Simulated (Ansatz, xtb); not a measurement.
**Relative energy of two isomers of C6H4N2S**

We compare I, `[H]/N=C\c1ccc(C#N)s1`, a singlet, with II, `C=Cc1nscc1C#N`, a singlet. Both are isolated molecules in the gas phase, relaxed with PBE-D3(BJ)/def2-SVP; the shapes shown needn't be the lowest conformers.

I (Å):

```xyz
13

C    -3.2273   -0.3473    1.6196
C    -2.1803   -0.0339    0.7187
C    -0.9258    0.5095    1.0155
C    -0.1276    0.6918   -0.1359
C    -0.7592    0.2926   -1.3155
C    -0.2660    0.3234   -2.6993
N    -4.0972   -0.6079    2.3670
N     0.8768    0.7335   -3.1206
S    -2.3598   -0.3150   -0.9927
H    -0.6194    0.7582    2.0398
H     0.8900    1.1060   -0.1130
H    -0.9794   -0.0575   -3.4628
H     1.4601    1.0652   -2.3291
```

II (Å):

```xyz
13

C     2.5112    0.4316    0.7315
C     1.1747    0.4308    0.9111
C     0.2007    0.1742   -0.1556
C    -1.9143   -0.0958   -1.1296
C    -1.2386    0.1774    0.0565
C    -1.8661    0.4271    1.3107
N     0.5783   -0.0825   -1.4086
N    -2.3556    0.6365    2.3580
S    -0.7589   -0.3283   -2.3754
H     3.1952    0.6307    1.5692
H     2.9446    0.2324   -0.2609
H     0.7421    0.6305    1.9052
H    -2.9987   -0.1605   -1.2840
```

Energies in hartree; the thermal terms are from GFN2-xTB frequencies at re-optimised GFN2-xTB minima (ideal gas, soft modes damped towards free rotors, one conformer each, 298.15 K, 1 atm) and include the zero-point energy:

|  | I | II |
| --- | --- | --- |
| E, CCSD(T)/def2-SVP | −736.845386 | −736.839139 |
| E, MP2/def2-SVP | −736.751708 | −736.743258 |
| E, MP2/def2-TZVPP | −737.545781 | −737.541248 |
| zero-point energy | 0.084617 | 0.084188 |
| H(298 K) − E | 0.093908 | 0.093391 |
| G(298 K) − E | 0.050926 | 0.050529 |

**Question.** Correct the CCSD(T) difference for the basis set by the MP2 change, then work out ΔE, ΔE₀, ΔH and ΔG for I → II in kJ/mol (1 Eh = 2625.50 kJ/mol) and the equilibrium ratio [II]/[I].

**Answer.** 1. Differences II − I: CCSD(T) +0.006247, MP2 in the small set +0.008450, MP2 in the large set +0.004533 Eh.
2. ΔE = +0.006247 + (+0.004533 − (+0.008450)) = +0.002330 Eh = +6.12 kJ/mol.
3. ΔE₀ = ΔE + ΔZPE = +0.002330 + (−0.000429) Eh = +4.99 kJ/mol.
4. ΔH = ΔE + (−0.000517) Eh = +4.76 kJ/mol.
5. ΔG = ΔE + (−0.000397) Eh = +5.08 kJ/mol, so ΔS = (ΔH − ΔG)/T = −1.1 J/(mol K).
6. kT = 0.9442 mEh, so K = [II]/[I] = exp(−ΔG/kT) = exp(−2.05) ≈ 0.13.

Structure I is favoured at this temperature. An error of 4 kJ/mol in ΔG would change K by a factor of 5. GFN2-xTB gave ΔE the other sign. Mirror images and further conformers aren't counted.

As drawn, II has 1 C=C, 1 C∷N, 1 N∷S, 1 C–H in place of 1 N–H, 1 C=N, 1 C∷C, 1 C∷S (∷ is an aromatic bond).

Other levels gave ΔE = −21.8 (GFN2-xTB); +8.0 (HF/STO-3G, GFN2-xTB geometries); +20.4 (r2SCAN-D4/def2-SVP, GFN2-xTB geometries); +19.5 (PBE-D3(BJ)/def2-SVP); +16.4 (HF/def2-SVP); +22.2 (MP2/def2-SVP); +16.4 (CCSD(T)/def2-SVP) kJ/mol. The correlated steps freeze 13 core orbitals. Programs: Ansatz 0.2.0, xtb 6.7.1.
